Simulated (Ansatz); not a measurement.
System: InI, charge -1, multiplicity 2. 
Coordinates optimised at B3LYP-D3(BJ)/def2-TZVP (Ansatz, a quantum-chemistry and plane-wave program):
```xyz
2

In     0.0000     0.0000    -1.5922
I      0.0000     0.0000     1.4720
```
Charge -1, spin multiplicity 2.

Basis-set convergence of Hartree-Fock and CCSD(T) correlation energies (hartree) with Ansatz. Correlated levels leave the core frozen unless marked. UHF or UKS for open shells. No spin-orbit coupling. The frozen core is the preceding noble-gas configuration, with the filled d and f shells of earlier blocks. Past Kr the def2 sets carry scalar-relativistic core potentials. This anion needs diffuse functions, which these sets lack.

```json
[
 {"basis": "def2-SVP", "functions": "52", "E(HF)": "-485.95955", "E(corr, CCSD(T))": "-0.15523"},
 {"basis": "def2-TZVPP", "functions": "100", "E(HF)": "-485.97600", "E(corr, CCSD(T))": "-0.21591"},
 {"basis": "def2-QZVPP", "functions": "164", "E(HF)": "___", "E(corr, CCSD(T))": "___"}
]
```

Question: Some entries are withheld; supply them.

Answer: 
- def2-QZVPP, E(HF): -485.97898
- def2-QZVPP, E(corr, CCSD(T)): -0.24207
